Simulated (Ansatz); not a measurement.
Start from `O[CH]([AlH2])[SiH3]` and change one atom or group to get `CC[CH](O)[AlH2]`.

Ansatz, PBE0-D4/def2-TZVP geometries, multiplicity 1. Each molecule was computed in one conformer, which needn't be the lowest.

```csv
property,`O[CH]([AlH2])[SiH3]`
LUMO energy (B3LYP/def2-TZVPP) / eV,-1.91
HOMO–LUMO gap (PBE/def2-TZVPP) / eV,3.75
HOMO energy (PBE/def2-TZVPP) / eV,-6.21
HOMO–LUMO gap (ωB97M-V/def2-TZVPP) / eV,9.67
HOMO–LUMO gap (PBE0/def2-TZVPP) / eV,5.87
size of the dipole moment (ωB97M-V/def2-TZVPP) / D,1.56
```

(1) Give the same properties after the change, and the shifts. (Best estimate.)

Answers

(1) Computed: 
```json
{"property": "LUMO energy (B3LYP/def2-TZVPP) / eV", "`CC[CH](O)[AlH2]`": "-1.58", "shift": "0.33"}
{"property": "HOMO–LUMO gap (PBE/def2-TZVPP) / eV", "`CC[CH](O)[AlH2]`": "3.91", "shift": "0.16"}
{"property": "HOMO energy (PBE/def2-TZVPP) / eV", "`CC[CH](O)[AlH2]`": "-6.04", "shift": "0.17"}
{"property": "HOMO–LUMO gap (ωB97M-V/def2-TZVPP) / eV", "`CC[CH](O)[AlH2]`": "9.75", "shift": "0.08"}
{"property": "HOMO–LUMO gap (PBE0/def2-TZVPP) / eV", "`CC[CH](O)[AlH2]`": "5.95", "shift": "0.08"}
{"property": "size of the dipole moment (ωB97M-V/def2-TZVPP) / D", "`CC[CH](O)[AlH2]`": "1.90", "shift": "0.34"}
```

With PBE0 the HOMO rises by 0.27 eV and the LUMO rises by 0.35 eV, so the gap widens by about 0.08 eV. PBE moves the HOMO by 0.17 eV and ωB97M-V by 0.24 eV. Dipoles are sizes alone; their direction can turn.

B3LYP here is the variant with VWN-RPA as its local correlation; programs differ in this.
